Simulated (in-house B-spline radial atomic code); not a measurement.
Values are calculated unless marked as measured or tabulated.
**Two electrons in Si: a Gaussian well −V exp(−r²/w²) with V = 55.3 meV and w = 11.8 nm**

For Si the NSM archive of the Ioffe Institute lists m_l = 0.98 m0, m_t = 0.19 m0 and ε = 11.7; the model takes one isotropic valley with the conductivity mass 3/(1/m_l + 2/m_t) = 0.26 m0, and so misses anisotropy and the other valleys. All triplets below are those of one valley; with several valleys two electrons can form a triplet in the 1s orbital itself, at an energy set by the valley splitting.

Effective-mass model with parabolic bands, a uniform dielectric constant, no image charges, no central-cell or spin-orbit terms. Two-electron levels come from full CI in B-splines with partial waves to l = 5 (up to 0.001 effective hartree above the limit).

Question: What are the effective units, and what is the potential in them?

Answer: Ha* = 27211.386 meV × 0.26/11.7² = 51.68 meV and a* = 0.0529177 nm × 11.7/0.26 = 2.381 nm. V = 1.07 Ha* and w = 4.95 a*.

In these units the lowest s and p orbitals lie at -0.666180 and -0.426174, and their Coulomb and exchange integrals are J_ss = 0.395138, J_sp = 0.316737 and K_sp = 0.06066. Full CI gives -1.000625 for the ground singlet, -0.854392 for the sp triplet, -0.779765 for the sp singlet and -0.699021 for the lowest triplet of two s orbitals.

Question: What does it cost to add the second electron, to first order and exactly?

Answer: To first order E = 2ε_s + J_ss = -0.937222, so the charging energy E(2) − 2E(1) is J_ss = 20.42 meV. CI gives -1.000625 − 2 × (-0.666180) = 0.331735, or 17.15 meV: relaxation and correlation lower it by 3.277 meV, 16.0 % of J_ss. The s² configuration of one-electron orbitals holds 89.8 % of the state, and the mean radius is 6.33 nm. The second electron is bound by ε_s − E = 17.29 meV, against 34.43 meV for the first.

Question: How far above the singlet do the triplets lie?

Answer: To first order the sp triplet lies at ε_s + ε_p + J_sp − K_sp = -0.836277, which is 5.217 meV above 2ε_s + J_ss. CI gives -0.854392 − (-1.000625) = 0.146233, or 7.558 meV, 61 % of the orbital spacing of 12.4 meV. The ss triplet lies 15.59 meV up, so the lower of the two is the sp one, and its gap equals k_BT at 87.7 K. The sp singlet-triplet splitting is 3.857 meV, against 2K_sp = 6.27 meV.
